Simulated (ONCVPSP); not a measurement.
# Configuration tests for nitrogen (N) (ONCV)

N, optimised norm-conserving Vanderbilt (ONCV), made with ONCVPSP 4.0.1 (PBEsol, non-relativistic). Core [He], reference 2s2 2p3. Waves: 2s: rc 1.00 bohr, ncon 4, nbas 8, qcut 7.6 1/bohr, 2 projectors, debl 3.1 Ha; 2p: rc 1.20 bohr, ncon 4, nbas 7, qcut 6.4 1/bohr, 1 projector; d scattering state at 0.44 Ha: rc 1.20 bohr, ncon 4, nbas 8, qcut 6.8 1/bohr, 1 projector. Local part: polynomial inside 0.70 bohr (lpopt 5, dvloc0 1 Ha). Core correction: Teter function, fcfact 2.25, rcfact 1.25.

Energies are relative to the spin-unpolarised reference configuration 2s2 2p3; without spin polarisation the order of configurations can differ from experiment.

| valence configuration | charge | ΔE all-electron (eV) | error AE − PS (meV) |
| --- | --- | --- | --- |
| 2s2 2p0 | +3 | 89.156 | +479 |
| 2s2 2p2.5 | +0.5 | 5.066 | +1.0 |

(1) What are ΔE and the potential's error for 2s2 2p2?

(2) What are ΔE and the potential's error for 2s2 2p1?

Levels in the configuration 2s2 2p0:

```json
{"level": "2s", "all-electron (eV)": "-67.811", "pseudo (eV)": "-67.511"}
```

Results:

(1) ΔE = 13.527 eV all-electron; the error (AE − PS) is +8.1 meV.

(2) ΔE = 42.269 eV all-electron; the error (AE − PS) is +94 meV.
